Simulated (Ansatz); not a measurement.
The cluster SiB₈ (the lowest singlet isomer of a short search), 9 atoms. Hardware: 4 threads of Intel Xeon Platinum 8223CL on a shared host.

Q: How many basis functions does each of these Ansatz runs have, and roughly what does it cost? PBE0-D4/def2-TZVP, charge 1 doublet at the geometry of the charge 0 singlet, energy; ωB97X-V/def2-TZVP, charge 0 singlet, energy, from earlier orbitals; B3LYP-D4/def2-SVP, charge 0 singlet, relaxation, 28 steps; ωB97X-V/def2-TZVP, charge 1 doublet at the geometry of the charge 0 singlet, energy, from earlier orbitals; PBE-D4/def2-SVP, charge 0 singlet, energy, from earlier orbitals; r2SCAN-D4/def2-TZVP, charge 0 triplet at the geometry of the charge 0 singlet, energy, from earlier orbitals; PBE-D4/def2-TZVPD, charge -1 doublet at the geometry of the charge 0 singlet, energy, from earlier orbitals; PBE-D4/def2-TZVP, charge 0 singlet, energy, from earlier orbitals; PBE-D4/def2-TZVP, charge 0 triplet at the geometry of the charge 0 singlet, energy, from earlier orbitals; ωB97X-V/def2-TZVPD, charge -1 doublet at the geometry of the charge 0 singlet, energy, from earlier orbitals; PBE0-D4/def2-TZVP, charge 0 triplet at the geometry of the charge 0 singlet, energy; PBE-D4/def2-TZVPD, charge 0 singlet, energy, from earlier orbitals.

A: Other jobs shared the machine, so times can vary by a factor of up to 3. A dash marks memory too small to be measured apart from the calling script's.

```json
{"run": "PBE-D4/def2-SVP, charge 0 singlet, energy, from earlier orbitals", "functions": "130", "fitting or Cholesky vectors": "1428", "wall time": "1.2 s", "peak host memory (GiB)": "–"}
{"run": "PBE-D4/def2-TZVP, charge 0 singlet, energy, from earlier orbitals", "functions": "285", "fitting or Cholesky vectors": "1604", "wall time": "3 s", "peak host memory (GiB)": "–"}
{"run": "PBE-D4/def2-TZVPD, charge 0 singlet, energy, from earlier orbitals", "functions": "339", "fitting or Cholesky vectors": "1595", "wall time": "4.8 s", "peak host memory (GiB)": "–"}
{"run": "ωB97X-V/def2-TZVP, charge 0 singlet, energy, from earlier orbitals", "functions": "285", "fitting or Cholesky vectors": "1604", "wall time": "12 s", "peak host memory (GiB)": "1.3"}
{"run": "PBE-D4/def2-TZVP, charge 0 triplet at the geometry of the charge 0 singlet, energy, from earlier orbitals", "functions": "285", "fitting or Cholesky vectors": "1604", "wall time": "13 s", "peak host memory (GiB)": "1.1"}
{"run": "PBE0-D4/def2-TZVP, charge 1 doublet at the geometry of the charge 0 singlet, energy", "functions": "285", "fitting or Cholesky vectors": "1620", "wall time": "14 s", "peak host memory (GiB)": "1.2"}
{"run": "PBE-D4/def2-TZVPD, charge -1 doublet at the geometry of the charge 0 singlet, energy, from earlier orbitals", "functions": "339", "fitting or Cholesky vectors": "1595", "wall time": "19 s", "peak host memory (GiB)": "1.5"}
{"run": "r2SCAN-D4/def2-TZVP, charge 0 triplet at the geometry of the charge 0 singlet, energy, from earlier orbitals", "functions": "285", "fitting or Cholesky vectors": "1604", "wall time": "23 s", "peak host memory (GiB)": "1.2"}
{"run": "PBE0-D4/def2-TZVP, charge 0 triplet at the geometry of the charge 0 singlet, energy", "functions": "285", "fitting or Cholesky vectors": "1620", "wall time": "31 s", "peak host memory (GiB)": "1.7"}
{"run": "ωB97X-V/def2-TZVP, charge 1 doublet at the geometry of the charge 0 singlet, energy, from earlier orbitals", "functions": "285", "fitting or Cholesky vectors": "1604", "wall time": "48 s", "peak host memory (GiB)": "2"}
{"run": "B3LYP-D4/def2-SVP, charge 0 singlet, relaxation, 28 steps", "functions": "130", "fitting or Cholesky vectors": "1491", "wall time": "58 s", "peak host memory (GiB)": "–"}
{"run": "ωB97X-V/def2-TZVPD, charge -1 doublet at the geometry of the charge 0 singlet, energy, from earlier orbitals", "functions": "339", "fitting or Cholesky vectors": "1604", "wall time": "96 s", "peak host memory (GiB)": "2.6"}
```
